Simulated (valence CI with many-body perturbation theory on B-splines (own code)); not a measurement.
## Energy levels of Au⁷³⁺

Computed by configuration interaction combined with many-body perturbation theory (CI+MBPT): four valence electrons over a frozen Dirac-Fock core [He], radial functions for each j: 11 s, 11 p, 10 d, 8 f, 5 g, 2 h, with the one-electron correlation potential Σ1 (screened to all orders), the two-electron term Σ2, the three-electron term Σ3, Breit, model QED; selected single and double excitations, second order for the rest, scaled by the run's own slope (own B-spline code, finite nucleus).

No measured spectrum was set against this ion. As an estimate, large intervals hold to a few tenths of a per cent, small ones and those within an open d or f shell to about a per cent. Among the levels kept, up to 1300 cm⁻¹ of a level comes from second order outside the variational space, and about a tenth of that is noise between levels of different J, which matters for small intervals.

Levels 181 to 210 of 210, with energies above the lowest level, (2s^2 2p1/2^2) J=0. "Leading %" is the weight of the configuration and term that name the level; weights of strongly mixed levels are sums over their largest components and can fall short. In the jj column 3d3/2^4 stands for four electrons in 3d with j = 3/2.

| No. | Configuration | Term | J | E (eV) | Leading % | Second component | Leading jj | g |
| --- | --- | --- | --- | --- | --- | --- | --- | --- |
| 181 | 2s 2p2 3p | 3P° | 1 | 17031 | 37 | 32 % 2s 2p2 3p 3S° | 2s 2p3/2^2 3p3/2 (99 %) | 1.534 |
| 182 | 2s 2p2 4d | 3D | 3 | 17054 | 39 | 16 % 2s 2p2 4d 5D | 2s 2p1/2^2 4d5/2 (100 %) | 1.327 |
| 183 | 2s 2p2 4d | 3F | 2 | 17060 | 26 | 21 % 2s 2p2 4d 1D | 2s 2p1/2^2 4d5/2 (99 %) | 1.046 |
| 184 | 2s 2p2 3p | 3P° | 2 | 17066 | 46 | 20 % 2s 2p2 3p 1D° | 2s 2p3/2^2 3p3/2 (99 %) | 1.354 |
| 185 | 2s 2p2 4f | 3F° | 3 | 17070 | 29 | 14 % 2s 2p2 4f 3G° | 2s 2p1/2^2 4f5/2 (100 %) | 1.042 |
| 186 | 2s 2p2 4f | 3F° | 2 | 17070 | 46 | 31 % 2s 2p2 4f 5G° | 2s 2p1/2^2 4f5/2 (100 %) | 0.654 |
| 187 | 2s 2p2 4f | 3F° | 4 | 17099 | 40 | 17 % 2s 2p2 4f 5D° | 2s 2p1/2^2 4f7/2 (100 %) | 1.243 |
| 188 | 2s 2p2 4f | 3F° | 3 | 17100 | 26 | 23 % 2s 2p2 4f 3G° | 2s 2p1/2^2 4f7/2 (100 %) | 1.023 |
| 189 | 2s 2p2 3d | 5D | 2 | 17122 | 25 | 24 % 2s 2p2 3d 5P | 2s 2p3/2^2 3d3/2 (99 %) | 1.369 |
| 190 | 2s 2p2 3d | 5D | 3 | 17124 | 26 | 18 % 2s 2p2 3d 3F | 2s 2p3/2^2 3d3/2 (98 %) | 1.258 |
| 191 | 2s 2p2 3d | 5P | 1 | 17126 | 44 | 19 % 2s 2p2 3d 3P | 2s 2p3/2^2 3d3/2 (99 %) | 1.841 |
| 192 | 2s 2p2 3d | 3F | 4 | 17126 | 40 | 24 % 2s 2p2 3d 5F | 2s 2p3/2^2 3d3/2 (99 %) | 1.187 |
| 193 | 2s 2p2 3p | 3P° | 0 | 17135 | 60 | 38 % 2s 2p2 3p 1S° | 2s 2p3/2^2 3p3/2 (100 %) |  |
| 194 | 2s 2p2 3p | 3D° | 3 | 17139 | 61 | 17 % 2s 2p2 3p 3F° | 2s 2p3/2^2 3p3/2 (100 %) | 1.235 |
| 195 | 2s 2p2 3p | 3P° | 2 | 17142 | 70 | 7 % 2s 2p2 3p 5D° | 2s 2p3/2^2 3p3/2 (100 %) | 1.400 |
| 196 | 2s 2p2 3p | 1P° | 1 | 17152 | 49 | 21 % 2s 2p2 3p 3P° | 2s 2p3/2^2 3p3/2 (99 %) | 1.161 |
| 197 | 2s 2p2 3p | 3P° | 2 | 17156 | 45 | 22 % 2s 2p2 3p 1D° | 2s 2p3/2^2 3p3/2 (100 %) | 1.351 |
| 198 | 2s 2p2 3p | 1P° | 1 | 17191 | 34 | 24 % 2s 2p2 3p 3S° | 2s 2p3/2^2 3p3/2 (100 %) | 1.184 |
| 199 | 2s 2p2 3d | 3D | 1 | 17232 | 50 | 18 % 2s 2p2 3d 3P | 2s 2p3/2^2 3d3/2 (95 %) | 0.728 |
| 200 | 2s 2p2 3d | 3P | 0 | 17238 | 85 | 15 % 2s 2p2 3d 5D | 2s 2p3/2^2 3d3/2 (71 %) |  |
| 201 | 2s 2p2 3d | 3F | 3 | 17241 | 34 | 27 % 2s 2p2 3d 3G | 2s 2p3/2^2 3d3/2 (96 %) | 0.982 |
| 202 | 2s 2p2 3d | 3D | 2 | 17242 | 34 | 19 % 2s 2p2 3d 3F | 2s 2p3/2^2 3d3/2 (98 %) | 1.021 |
| 203 | 2s 2p2 3d | 5F | 5 | 17243 | 64 | 36 % 2s 2p2 3d 3G | 2s 2p3/2^2 3d5/2 (100 %) | 1.297 |
| 204 | 2s 2p2 3d | 3F | 4 | 17247 | 51 | 34 % 2s 2p2 3d 5D | 2s 2p3/2^2 3d5/2 (99 %) | 1.292 |
| 205 | 2s 2p2 3d | 3D | 2 | 17249 | 41 | 12 % 2s 2p2 3d 3F | 2s 2p3/2^2 3d3/2 (96 %) | 1.067 |
| 206 | 2s 2p2 3d | 3D | 1 | 17254 | 68 | 12 % 2s 2p2 3d 3P | 2s 2p3/2^2 3d3/2 (99 %) | 0.773 |
| 207 | 2s 2p2 3d | 3P | 1 | 17288 | 40 | 21 % 2s 2p2 3d 1P | 2s 2p3/2^2 3d5/2 (95 %) | 1.352 |
| 208 | 2s 2p2 3d | 3D | 3 | 17288 | 45 | 21 % 2s 2p2 3d 1F | 2s 2p3/2^2 3d5/2 (94 %) | 1.241 |
| 209 | 2s 2p2 3d | 3P | 0 | 17289 | 65 | 34 % 2s 2p2 3d 1S | 2s 2p3/2^2 3d5/2 (70 %) |  |
| 210 | 2s 2p2 3d | 3D | 2 | 17301 | 33 | 17 % 2s 2p2 3d 1D | 2s 2p3/2^2 3d5/2 (94 %) | 1.275 |
